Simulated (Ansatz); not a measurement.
Geometry optimisation, Ansatz 0.2.0, RKS PBE0-D4/6-31G*.

Input file:

```yaml
crystal:
  periodic: [false, false, false]
  atoms:
    - { symbol: B, position_ang: [0.0, 0.0, 0.0] }
    - { symbol: H, position_ang: [0.0, 0.0, 1.54] }
    - { symbol: Cl, position_ang: [1.6108, 0.0, -0.93] }
    - { symbol: F, position_ang: [-1.1431, 0.0, -0.66] }
    - { symbol: O, position_ang: [0.3597, -1.5824, 0.5392] }
    - { symbol: Al, position_ang: [-0.5035, -3.0545, 0.0327] }
    - { symbol: H, position_ang: [0.2998, -4.3239, -0.3878] }
    - { symbol: H, position_ang: [-2.0631, -3.0751, 0.0093] }
    - { symbol: H, position_ang: [0.1909, -0.8399, 1.537] }
basis:
  gaussian: { orbitals: "6-31G*" }
hamiltonian:
  xc: pbe0
  dispersion: d4
relax:
  f_tol: 0.15
  max_steps: 25
  restrain:
    - { distance: [0, 4], at: 2.61, k: 30.0 }
    - { distance: [8, 1], at: 1.86, k: 30.0 }
    - { distance: [0, 1], at: 1.19, k: 30.0 }
    - { distance: [8, 4], at: 1.01, k: 30.0 }
```

Run as:

```bash
$ ansatz run input.yaml --threads 2 --pin off --max-ram 3072MiB --backend cpu --events-out ev --progress --plain --runs-dir out
```

Q: Where does it end, and by what steps?

A: The forces met the threshold. The restraints hold the end off the free minimum. After 18 steps the energy has fallen by 2.913 eV (the restraints' own energy left out); F4 moved furthest, 1.11 Å. Parted: B1–O5 (1.71 → 2.60 Å). Joined: B1–H2 (1.54 → 1.19 Å).

| step | energy less start (eV) | largest force component (eV/Å) | accepted |
| --- | --- | --- | --- |
| 0 | 0.0000 | 4.387 | yes |
| 1 | -0.9347 | 3.095 | yes |
| 2 | -1.8556 | 2.279 | yes |
| 3 | -2.2884 | 2.258 | yes |
| 4 | -2.6174 | 1.111 | yes |
| 5 | -2.7006 | 1.050 | yes |
| 6 | -2.7731 | 0.967 | yes |
| 7 | -2.7965 | 0.943 | yes |
| 8 | -2.8026 | 0.960 | yes |
| 9 | -2.8279 | 0.951 | yes |
| 10 | -2.8296 | 0.949 | yes |
| 11 | -2.8473 | 0.936 | yes |
| 12 | -2.8477 | 1.061 | yes |
| 13 | -2.8766 | 1.131 | yes |
| 14 | -2.8541 | 1.250 | no |
| 15 | -2.9082 | 0.948 | yes |
| 16 | -2.9108 | 1.024 | yes |
| 17 | -2.9087 | 1.029 | yes |
| 18 | -2.9129 | 1.026 | yes |

```xyz
9
Properties=species:S:1:pos:R:3
B 0.138 -0.008 -0.175
H -0.256 0.193 0.929
Cl 1.456 0.843 -0.897
F -0.556 -0.894 -0.942
O 0.525 -2.130 1.270
Al -0.596 -2.858 0.143
H 0.064 -3.792 -0.952
H -2.150 -2.813 0.487
H 0.125 -1.417 1.817
```

Run time: 52 s on 2 threads of Arm Neoverse V2, with other jobs on the host, peak memory 0.19 GiB.
